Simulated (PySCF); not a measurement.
iodine monochloride (ClI), SMILES ClI. Geometry optimised at B3LYP-D3(BJ)/def2-TZVP. The def2 effective core potentials stand for the cores of I; spin–orbit coupling is left out.

Method: PySCF with B3LYP-D3(BJ)/def2-TZVP.

Harmonic wavenumbers (cm⁻¹): 375. Rotational constants (GHz): 3.317 (linear); symmetry number 1.

### Question
Work out the zero-point energy and the ideal-gas rigid-rotor harmonic-oscillator thermochemistry at 298.15 K and 1 atm.

### Answer
ZPE = ½ Σ hcν = ½ × 375 cm⁻¹ = 0.54 kcal/mol. H − E(el) = 2.82 kcal/mol. Entropy in cal/(mol K): translation 41.16, rotation 16.96, vibration 1.06, total 59.18. G − E(el) = -14.83 kcal/mol. Cp = 8.48 cal/(mol K).
